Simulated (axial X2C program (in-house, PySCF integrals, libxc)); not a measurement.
**Nuclear properties of PSe⁺**

Computed with an axial X2C code built on PySCF integrals: two-component X2C with atomic mean-field Coulomb and Gaunt terms, Gaussian nuclei, basis Se dyall-cv3z, P dyall-v3z with contracted cores.

R = 1.957 Å (near the PBE0 minimum at charge 1 of the determinant lowest at the starting distance; the state shown can have its own minimum elsewhere).

Determinant lowest in the PBE0 search, Ω = 0 (closed shell), highest spinor 56% Se p, 37% P p, 4% P d:

| level | qzz Se (a.u.) | qzz P (a.u.) |
| --- | --- | --- |
| PBE0 | -2.27 | -1.93 |
| HF | -2.28 | -2.40 |
| PBE50 | -2.28 | -2.08 |
| r2SCAN | -2.26 | -1.86 |
| PBE | -2.24 | -1.79 |

qzz is the electric field gradient, eQq0 = 234.96 MHz × Q/barn × qzz. The operators were transformed with the bare-nucleus X2C matrices; with these basis sets, hyperfine constants and field gradients can be off by tens of per cent, and where levels differ in sign neither size nor sign is settled.

Each state is one determinant with collinear spin. The search compared states at one distance, so a state with another bond length can lie lower.
